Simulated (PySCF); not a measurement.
# Gold: a sound run and one with changed settings

Sound run: Au+ [Xe] 4f14 5d10, Au(2+) [Xe] 4f14 5d9. Computed with PySCF 2.14 in def2-SVP with the def2 core potential (60 electrons) (6s3p2d1f, 32 functions), with scalar relativity through the core potential. The sound run starts from symmetry-adapted Hartree-Fock orbitals and uses a fine grid where one is needed.

Changed run: initial guess atom, at most 5 SCF cycles. This setting is unsound on purpose.

```json
{"species": "Au+", "method": "UHF", "sound run (hartree)": "-134.50244", "changed run (hartree)": "-134.50244", "converged": "no"}
{"species": "Au+", "method": "r2SCAN", "sound run (hartree)": "-135.40433", "changed run (hartree)": "-135.40433", "converged": "yes"}
{"species": "Au+", "method": "MN15", "sound run (hartree)": "-135.12189", "changed run (hartree)": "-135.12189", "converged": "no"}
{"species": "Au(2+)", "method": "UHF", "sound run (hartree)": "-133.80199", "changed run (hartree)": "-133.80194", "converged": "no"}
{"species": "Au(2+)", "method": "r2SCAN", "sound run (hartree)": "-134.64069", "changed run (hartree)": "-134.64106", "converged": "no"}
{"species": "Au(2+)", "method": "MN15", "sound run (hartree)": "-134.35389", "changed run (hartree)": "-134.35387", "converged": "no"}
```

The SCF was stopped early; the energies are upper bounds that still move, and correlated levels were skipped or rest on poor orbitals.
